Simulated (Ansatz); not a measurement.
Frontier orbitals of C2H7FOSi2 (`C=C[SiH](F)O[SiH3]`).

```xyz
13

C     0.842    2.044   -0.820
C     1.031    0.890   -1.454
Si    0.349   -0.705   -0.837
F     1.541   -1.754   -0.662
O    -0.353   -0.453    0.601
Si   -1.271   -1.039    1.825
H     0.280    2.094    0.108
H     1.239    2.983   -1.194
H     1.601    0.894   -2.382
H    -0.612   -1.339   -1.769
H    -2.287   -1.984    1.294
H    -1.950    0.107    2.478
H    -0.410   -1.738    2.810
```

Charge 0, multiplicity 1. Geometry: relaxed with PBE0-D4/def2-TZVP. It is one conformer, not always the lowest. Basis def2-TZVPP, Ansatz 0.2.0.

```tsv
functional	HOMO (eV)	LUMO (eV)	gap (eV)
PBE	-7.22	-1.83	5.39
revPBE	-7.15	-1.73	5.42
PBE0	-8.35	-0.81	7.54
r2SCAN0	-8.51	-0.69	7.82
LC-ωPBE	-11.13	1.51	12.64
ωB97M-V	-10.62	1.27	11.89
```

**Question.** What is the vertical ionisation energy at frozen-core CCSD(T)/CBS(def2)? (Best estimate.)

**Answer.** Computed: 10.89 eV (T1 of the cation 0.016).

A quarter of exact exchange (PBE0) shifts PBE's HOMO by −1.14 eV and its LUMO by +1.01 eV; full exchange at long range (ωB97M-V) shifts them by −3.40 and +3.09 eV. The gap opens from 5.39 to 11.89 eV, since occupied levels lose self-interaction and empty ones feel all the electrons. A positive LUMO is unbound and depends on the basis. −ε(HOMO) differs from that ionisation energy by −3.68 eV with PBE and −0.27 eV with ωB97M-V.

LC-ωPBE has ω = 0.4 bohr⁻¹.
